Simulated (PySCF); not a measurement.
C₆H₃F₄S (charge +1).
Bonds: F1–C2, C2–C3 (aromatic), C3–C4 (aromatic), C4–C5 (aromatic), C5–C6 (aromatic), C6–C7, C7–F8, C7–F9, C7–F10, C6–S11 (aromatic), C2–S11 (aromatic). Hydrogens: H12 on C3; H13 on C4; H14 on C5.

Probes without a nucleus sit at each ring's centroid and 1 Å off its mean plane on both sides; NICS is minus the shielding there, NICSzz its component along the normal. Level: GIAO PBE0/pcSseg-1 (PySCF, non-relativistic, gas phase) on the GFN2-xTB geometry, one conformer.

Ring bond lengths (Å), with Mayer bond orders in brackets: C2–C3 1.380 (1.38), C3–C4 1.385 (1.42), C4–C5 1.397 (1.36), C5–C6 1.373 (1.40), C6–S11 1.709 (1.25), S11–C2 1.715 (1.22).

Problem. Give the NICS values of each ring in ppm.

Solution. 
| ring | type | NICS(0) | NICS(1), two faces | NICS(1)zz, two faces | rms pucker (Å) | centre to ring atoms, mean (Å) |
| --- | --- | --- | --- | --- | --- | --- |
| C2–C3–C4–C5–C6–S11 | 6-membered ring with S; formal bonds all aromatic | -8.8 | -10.4 / -10.4 | -23.3 / -23.2 | 0.00 | 1.49 |

Problem. What can be read from them?

Solution. 
- C2–C3–C4–C5–C6–S11: mean NICS(1)zz -23.2 ppm, shielded, aromatic by this magnetic criterion (flat ring, no four-coordinate atom).

Problem. And the bond-length index? HOMA = 1 − mean of α(R − Ropt)² over the ring bonds, with Krygowski's 1993 parameters (CC: Ropt 1.388 Å, α 257.7 Å⁻²; CS: Ropt 1.677 Å, α 94.09 Å⁻²).

Solution. 
- C2–C3–C4–C5–C6–S11: HOMA 0.94; the largest term is that of S11–C2, α(R − Ropt)² = 0.14. The geometric and the magnetic index point the same way.

Problem. List the ring angles and the Hirshfeld charges of the ring atoms.

Solution. 
- C2–C3–C4–C5–C6–S11: C2 126.3° (+0.158 e), C3 122.2° (-0.002 e), C4 122.6° (+0.066 e), C5 122.9° (+0.006 e), C6 125.9° (+0.012 e), S11 100.2° (+0.326 e); sum 720.0° against 720° for a flat convex ring.

Problem. What are the shieldings of the ring atoms and their hydrogens in the same run (means over atoms taken as equivalent)?

Solution. 
```tsv
atoms	environment	σ isotropic (ppm)
C2	aromatic C–F carbon	-14.6
C3	aromatic CH carbon	53.7
C4	aromatic CH carbon	18.7
C5	aromatic CH carbon	45.8
C6	substituted aromatic carbon	14.1
S11	ring sulfur	179.5
H12	aromatic hydrogen	22.74
H13	aromatic hydrogen	22.02
H14	aromatic hydrogen	22.37
```

Conformer computed: `[F:1][c:2]1[cH:3][cH:4][cH:5][c:6]([C:7]([F:8])([F:9])[F:10])[s+:11]1`: C5–C6–C7–F8 67°.
